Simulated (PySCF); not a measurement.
CH7ClOSi2, SMILES O(C[SiH3])[SiH2]Cl. Coordinates come from a PBE-D3(BJ)/def2-SVP optimisation. This is a generated structure with no PubChem entry under its InChIKey; it may be hypothetical. Other conformers were not sampled.

Computed equilibrium geometry at PBE-D3(BJ)/def2-SVP (PySCF confirms it by a frequency run) as bond lengths and angles (one conformer of several):
Atoms: Si1 C2 O3 Si4 Cl5 H6 H7 H8 H9 H10 H11 H12. Bonded distances (Å): Si1–C2 1.915, Si1–H6 1.506, Si1–H7 1.504, Si1–H8 1.502, C2–O3 1.433, C2–H9 1.112, C2–H10 1.115, O3–Si4 1.669, Si4–Cl5 2.086, Si4–H11 1.492, Si4–H12 1.500. Bond angles (°): C2–Si1–H6 109.4, C2–Si1–H7 109.7, C2–Si1–H8 109.7, H6–Si1–H7 109.4, H6–Si1–H8 109.6, H7–Si1–H8 109.0, Si1–C2–O3 111.6, Si1–C2–H9 109.1, Si1–C2–H10 110.5, O3–C2–H9 107.8, O3–C2–H10 111.5, H9–C2–H10 106.1, C2–O3–Si4 124.6, O3–Si4–Cl5 109.9, O3–Si4–H11 105.6, O3–Si4–H12 112.4, Cl5–Si4–H11 109.9, Cl5–Si4–H12 106.3, H11–Si4–H12 112.8.
